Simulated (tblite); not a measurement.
Distances in Å between the heavy atoms of a computed structure (GFN2-xTB; lower triangle, same order across):
```
C1    0.00
N2    1.25  0.00
C3    2.36  1.43  0.00
C4    3.45  2.36  1.53  0.00
O5    3.89  3.11  2.46  1.43  0.00
C6    3.53  3.05  3.03  2.37  1.41  0.00
C7    3.39  2.80  3.31  2.66  2.43  1.52  0.00
O8    3.77  3.50  4.30  3.84  3.56  2.40  1.20  0.00
Si9   3.72  2.62  2.79  1.92  2.65  2.77  1.92  2.85  0.00
```

Hydrogens: 2 on C1, 2 on C3, 1 on C4, 2 on C6, 2 on Si9.

Neutral, closed shell.

Read off the bonds between heavy atoms and their formal orders.

C1–N2 (double); N2–C3 (single); C3–C4 (single); C4–O5 (single); O5–C6 (single); C6–C7 (single); C7–O8 (double); C7–Si9 (single); C4–Si9 (single). Si9 and N2 aren't drawn bonded (3 bonds apart) but lie 2.62 Å from each other; Cordero's covalent radii sum to 1.82 Å.

Which species is it?

`C=NCC1OCC(=O)[SiH2]1`, C5H9NO2Si. The mark at the stereocentre is left out: distances alone don't tell a structure from its mirror image. Among its features: imine, ether, Si–H bond and C–Si bond.

Which rings does it hold (smallest set)?

C4–O5–C6–C7–Si9 (5 members, 0.18 Å rms from planarity).

Describe the place of each heavy atom.

C1: imine carbon; N2: imine nitrogen; C3: sp3 carbon bound to nitrogen; C4: sp3 carbon bound to oxygen; O5: cyclic ether oxygen; C6: sp3 carbon bound to oxygen; C7: carbonyl carbon; O8: carbonyl oxygen; Si9: SiH2 silicon.
